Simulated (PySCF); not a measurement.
Dipole response of Pt²⁺ (platinum, charge +2)

[Xe] 4f14 5d8, high-spin 3F determinant. Computed with PySCF 2.14 in aug-cc-pVQZ-PP with ECP60MDF, with scalar relativity through the core potential. Coupled (time-dependent) response in atomic units; α is the mean over directions.

```json
{"method": "PBE0", "mean α (bohr³)": "9.443", "C₆ (like pair)": "61.26", "S(−4)": "20.21"}
```

S(−4) is the Cauchy moment in α(ω) = α(0) + S(−4) ω² + …

Spin-orbit coupling is absent.

α(iu) at PBE0:

```json
{"u (hartree)": "0", "α(iu) (bohr³)": "9.443"}
{"u (hartree)": "0.0500", "α(iu) (bohr³)": "9.393"}
{"u (hartree)": "0.100", "α(iu) (bohr³)": "9.248"}
{"u (hartree)": "0.200", "α(iu) (bohr³)": "8.739"}
{"u (hartree)": "0.300", "α(iu) (bohr³)": "8.073"}
{"u (hartree)": "0.500", "α(iu) (bohr³)": "6.719"}
{"u (hartree)": "0.750", "α(iu) (bohr³)": "5.346"}
{"u (hartree)": "1.00", "α(iu) (bohr³)": "4.323"}
{"u (hartree)": "1.50", "α(iu) (bohr³)": "2.959"}
{"u (hartree)": "2.00", "α(iu) (bohr³)": "2.129"}
{"u (hartree)": "3.00", "α(iu) (bohr³)": "1.232"}
{"u (hartree)": "5.00", "α(iu) (bohr³)": "0.5465"}
```

A single London oscillator, α(iu) = α/(1 + u²/ω²), gives C₆ = (3/4) ω α². Matching the computed C₆ needs ω = 4 × 61.26 / (3 × 9.443²) = 0.916 hartree.

For an ion, C₆ is the dispersion term alone; charge-induced terms of lower order in 1/R come first.

Energies and moments cover only the electrons outside the core potential. Spin-orbit coupling, absent here, splits the open shell strongly.
